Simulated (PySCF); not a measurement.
# Gallium: a sound run and one with changed settings

Sound run: Ga [Ar] 3d10 4s2 4p1, Ga⁺ [Ar] 3d10 4s2. Calculation: PySCF 2.14, in cc-pVDZ-PP with ECP10MDF (4s3p2d, 23 functions); a scalar-relativistic core potential. The sound run starts from symmetry-adapted Hartree-Fock orbitals and uses a fine grid where one is needed.

Changed run: 26 angular points. This setting is unsound on purpose.

```
species  method  sound run (hartree)  changed run (hartree)  converged
     Ga     UHF           -258.29077             -258.29077        yes
     Ga    TPSS           -259.37043             -259.37048        yes
     Ga    BP86           -259.57559             -259.57558        yes
    Ga⁺     UHF           -258.08810             -258.08810        yes
    Ga⁺    TPSS           -259.15325             -259.15325        yes
    Ga⁺    BP86           -259.35422             -259.35422        yes
```

Ionisation energy of Ga:

```csv
method,sound run (eV),changed run (eV)
UHF,5.515,5.515
TPSS,5.910,5.911
BP86,6.024,6.024
```

A coarse angular grid integrates products of high-l functions wrongly, so density functionals can shift, and the SCF can exploit the error; Hartree-Fock and MP2 need no grid.

For comparison, NIST gives 5.999 eV between the lowest levels.
